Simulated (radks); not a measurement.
Task: W37+, 37 electrons, occupied as [Kr] 4d1. Method: scalar-relativistic Kohn-Sham, SCAN, spin-polarised, spherical densities, finite nucleus; open shells are filled with parallel spins first (spin-orbit coupling, left out, can overturn this in heavy ions); meta-GGA in the generalised Kohn-Sham scheme; Fermi nuclear charge, rms radius 5.3658 fm; computed with a radial shooting solver on a logarithmic mesh with Libxc functionals. Some entries of the table are withheld. Estimate them.

orbital  occ.  eigenvalue (hartree)  r(max) (bohr)  <r> (bohr)
1s up       1             -2615.170        0.01146     0.01835
1s down     1             -2615.167        0.01146     0.01835
2s up       1             -501.2007        0.06561     0.07750
2s down     1             -501.1613        0.06561     0.07749
2p up       3             -445.6434        0.05388     0.06940
2p down     3             -445.6073        0.05388     0.06939
3s up       1             -159.4276         0.1841      0.1987
3s down     1             -159.4046         0.1841      0.1987
3p up       3             -142.8245         0.1820      0.1984
3p down     3             -142.7968         0.1821      0.1984
3d up       5                   (1)         0.1482      0.1793
3d down     5                   (2)         0.1482      0.1793
4s up       1                   (3)         0.3975      0.4064
4s down     1                   (4)         0.3974      0.4065
4p up       3             -65.54498         0.4094      0.4184
4p down     3             -65.38511         0.4093      0.4185
4d up       1             -58.18495         0.4038      0.4176

Result: 
(1) 3d up eigenvalue (hartree): -124.1357
(2) 3d down eigenvalue (hartree): -124.0930
(3) 4s up eigenvalue (hartree): -71.70396
(4) 4s down eigenvalue (hartree): -71.54039
